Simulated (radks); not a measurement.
Task: Valence configurations of Cd+ (all share [Kr]). Calculated with a radial shooting solver on a logarithmic mesh with Libxc functionals: scalar-relativistic Kohn-Sham, SCAN, spin-polarised, spherical densities, finite nucleus; open shells are filled with parallel spins first (spin-orbit coupling, left out, can overturn this in heavy ions); meta-GGA in the generalised Kohn-Sham scheme; Fermi nuclear charge, rms radius 4.6087 fm. Order these by energy: 4d10 5p1; 4d9.5 5s1.5; 4d9 5s1 5p1; 4d10 5s0.5 5p0.5; 4d9.5 5s1 5p0.5; 4d10 5s1; 4d8 5s1 5p2.

Result: From the lowest, in eV above it: 4d10 5s1 0.000; 4d10 5s0.5 5p0.5 3.119; 4d9.5 5s1.5 4.524; 4d10 5p1 6.124; 4d9.5 5s1 5p0.5 6.835; 4d9 5s1 5p1 14.354; 4d8 5s1 5p2 31.403. NIST lists [Kr] 4d10 5s1 as the ground configuration; this level of theory agrees among the configurations tried. The energies are those of spherical high-spin densities, not of single terms. No valid solution was reached for [Kr] 4d9 5s2; [Kr] 4d8.5 5s2 5p0.5.
